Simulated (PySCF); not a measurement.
**First hyperpolarisability: SMILES [SiH3]C1=CC=[O+]C=C1, [C$_{5}$H$_{7}$OSi]+, charge +1**

Geometry (Å), atoms numbered from 1 in this order:
```xyz
14

Si    2.6228   -0.1872    0.0161
C     0.7039   -0.1297   -0.0914
C    -0.0145    1.0712    0.0650
C    -1.3871    1.0555   -0.0041
O    -2.0423   -0.0690   -0.2154
C    -1.4197   -1.2225   -0.3698
C    -0.0498   -1.2992   -0.3156
H     2.9244   -0.8910    1.2924
H     3.0776   -0.9685   -1.1641
H     3.0897    1.2217    0.0108
H     0.4872    2.0259    0.2392
H    -2.0484    1.9185    0.1009
H    -2.1068   -2.0549   -0.5369
H     0.4210   -2.2760   -0.4517
```

Total charge +1.

Theory: quadratic response CAM-B3LYP/aug-cc-pVDZ first hyperpolarisability, Taylor convention, gas phase (PySCF 2.14.0). Geometry: PBE0-D3(BJ)/def2-SVP.

(1) Give β for the processes computed.

(2) Which lowest excitations and polarisabilities go with it?

## Answers

(1) In au, Taylor convention; the vector part is βᵢ = ⅓ Σⱼ (βᵢⱼⱼ + βⱼᵢⱼ + βⱼⱼᵢ):
| process | λ (nm) | β vector norm | β HRS | depolarisation ratio |
| --- | --- | --- | --- | --- |
| static β(0;0,0) | ∞ | 92.8 | 65.2 | 2.13 |
| second harmonic β(−2ω;ω,ω) | 1907 | 107.4 | 72.2 | 2.21 |
| Pockels β(−ω;ω,0) | 1907 | 97.4 | – | – |
| second harmonic β(−2ω;ω,ω) | 1064 | 148.3 | 92.0 | 2.39 |
| Pockels β(−ω;ω,0) | 1064 | 108.6 | – | – |

(2) S1 5.06 eV (f = 0.005); S2 5.21 eV (f = 0.123); S3 5.75 eV (f = 0.179); isotropic α 81.6 au static, 81.9 au at 1907 nm, 82.6 au at 1064 nm, 82.9 au at 953.5 nm, 86.0 au at 532 nm.
